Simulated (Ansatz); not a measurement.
Process, species as SMILES: Cl[SiH2]Cl → [SiH2]Cl + Cl atom (the Cl-Si bond at the site shown breaks; other sites are not compared here)
Geometries: B3LYP-D3(BJ)/def2-TZVP minima from Ansatz (an electronic-structure program).

Wanted: bond dissociation energy (electronic energy difference), in kJ/mol. Valence correlation only, unless marked. UHF or UKS for open shells. Spin-orbit coupling is left out. Non-relativistic. CBS(X,Y): correlation extrapolated as X^-3; Hartree-Fock from the larger set. [CCSD(T)-MP2]/basis is that difference in the basis named.

| level | program | bond dissociation energy (kJ/mol) | minus last row |
|---|---|---|---|
| BLYP-D4/def2-TZVPD | Ansatz + dftd4 | 443.9 | -32.7 |
| PBE0/def2-SVP | Ansatz | 449.2 | -27.4 |
| PBE0/def2-TZVPD | Ansatz | 456.8 | -19.8 |
| CAM-B3LYP/def2-TZVPD | Ansatz | 449.8 | -26.8 |
| B2GP-PLYP-D3(BJ)/def2-TZVPD | Ansatz + dftd3 | 464.7 | -11.9 |
| B2PLYP-D4/def2-TZVPD | Ansatz + dftd4 | 458.7 | -17.9 |
| CCSD/STO-3G | Ansatz | 413.8 | -62.8 |
| CCSD(T)/cc-pV(D+d)Z | Ansatz | 424.5 | -52.1 |
| CCSD(T)/cc-pVTZ | Ansatz | 449.8 | -26.8 |
| RI-MP2/CBS(aug-cc-pV(T+d)Z,aug-cc-pV(Q+d)Z)+[CCSD(T)-MP2]/aug-cc-pV(T+d)Z | Ansatz | 476.6 | 0.0 |
